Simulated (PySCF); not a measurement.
Dipole moment and polarisability across levels of theory

Species: C₂H₄Br₂.
InChI=1S/C2H4Br2/c3-1-2-4/h1-2H2

PySCF, dipoles from the SCF density, polarisabilities from static response with core orbitals frozen. One conformer (not necessarily the lowest) at the PBE0-D3(BJ)/def2-SVP geometry, without solvent, vibrations or thermal averaging. The LDA/def2-SVPD calculation is non-relativistic and has no spin–orbit coupling, an omission that weighs most on bromine.

**Question.** Compare the levels for these properties.

**Answer.** 

```csv
level,α (au),anisotropy (au)
LDA/def2-SVPD,75.29,45.34
PBE/def2-SVPD,75.09,45.27
B3LYP/def2-SVPD,72.93,43.20
PBE0/def2-SVPD,71.91,42.24
BHandHLYP/def2-SVPD,70.24,41.13
CAM-B3LYP/def2-SVPD,71.23,40.94
wB97X-D/def2-SVPD,71.25,40.73
LC-wPBE/def2-SVPD,69.11,38.64
HF/def2-SVPD,68.29,39.72
PBE0/6-31G*,54.22,45.32
PBE0/def2-SVP,54.02,43.28
PBE0/aug-cc-pVDZ,71.00,44.30
PBE0/def2-TZVP,65.27,46.13
PBE0/def2-TZVPD,72.90,43.04
```

The anisotropy is √(½[(α1 − α2)² + (α2 − α3)² + (α3 − α1)²]). No reference polarisability is at hand; against PBE0 in the largest diffuse basis at hand (def2-TZVPD) the other PBE0 rows deviate by 6-31G* -26%, def2-SVP -26%, def2-SVPD -1%, aug-cc-pVDZ -3%, def2-TZVP -10%. The dipole stays under 0.05 D at every level. In one basis (def2-SVPD) the functionals order the polarisability from HF (lowest) to LDA (highest), a spread of 10%. With PBE0 the polarisability is 57.84 au without diffuse functions (mean of 6-31G*, def2-SVP and def2-TZVP) and 71.94 au with them (mean of def2-SVPD, aug-cc-pVDZ and def2-TZVPD).
